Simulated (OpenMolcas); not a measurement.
**Mo2+: moving or changing the point charges**

Mo2+ among 8 point charges of -1.2 e arranged as a cube (Oh), 2.02 Å from the ion.

```
Program             : OpenMolcas 26.06
Method              : SS-CASPT2, IPEA 0.25 Eh, imaginary shift 0.1 Eh (closed shells correlated: 4s 4p)
Basis               : ANO-RCC-VDZP [6s5p3d1f]
Scalar Hamiltonian  : DKH2, point nucleus
Active space        : 4 electrons in 5 orbitals (4d)
State averaging     : 2S+1 = 5 even, 5 roots; 2S+1 = 3 even, 45 roots; 2S+1 = 1 even, 50 roots
Spin-orbit coupling : RASSI with atomic mean-field integrals over the reference wave functions
```

Runs around this geometry, states (labels of O, the rotations of Oh). Energies in cm-1 above the lowest state or level, χT in cm3 K/mol; under a threefold ground state the first gap can be a small split of the lowest multiplet, not the spin-orbit step; 10Dq and B are least-squares fits to the states below 45000 cm-1, weighted by degeneracy, with a free offset, and given where the rms deviation is under 5 % of |10Dq| (or 100 cm-1) and under 700 cm-1; 10Dq is negative for this site.

```json
{"R (Å)": "2.02", "q (e)": "-0.6", "Ground state": "5T2", "First state of that spin": "5E 5210", "10Dq": "", "B (rms of fit)": "", "First gap with spin-orbit (degeneracies)": "120 (1, 3)", "χT at 300 K": "1.779", "First state of another spin": "3T1 9700"}
{"R (Å)": "2.02", "q (e)": "-1.2", "Ground state": "5T2", "First state of that spin": "5E 11080", "10Dq": "-11116", "B (rms of fit)": "564 (433)", "First gap with spin-orbit (degeneracies)": "260 (1, 3)", "χT at 300 K": "1.628", "First state of another spin": "1A1 770"}
{"R (Å)": "2.25", "q (e)": "-1.2", "Ground state": "5T2", "First state of that spin": "5E 6910", "10Dq": "", "B (rms of fit)": "", "First gap with spin-orbit (degeneracies)": "120 (1, 3)", "χT at 300 K": "1.816", "First state of another spin": "3T1 7930"}
```

Taking the first state of the same spin as R^-n, n = -ln(6910 / 11080) / ln(2.25 / 2.02) = 4.4 between the shortest and longest distance.

Scaling the charges by -0.6 / -1.2 = 0.50 scales the first state of the same spin by 5210 / 11080 = 0.47; with fixed orbitals a first-order splitting would follow the charge.

Roots that are degenerate in the reference are averaged as groups; the widest CASPT2 spread within a group is 450 cm-1 (the 3-fold group of multiplicity 3 near 13900 cm-1 above the lowest state of its run, R = 2.02, q = -0.6). Shifts and gaps below about the spread of the groups concerned are not significant. An orbital triplet at a regular site is open to Jahn-Teller coupling, which can distort the site and quench the lowest spin-orbit gaps and is left out. Point charges give a weaker field than real ligands, and real ions of this kind are as a rule low spin; the high spin found here belongs to the model. Free-ion shares, where given, are those of the reference states; single-state CASPT2 does not remix them. This shell can be high or low spin here, a state of another spin lies low, and with metal d orbitals alone active their balance is uncertain, so the ground spin may be wrong (holds for R = 2.02, q = -1.2). Point charges carry no covalency, so the field is a model and not that of real ligands. No measured value stands beside these numbers.
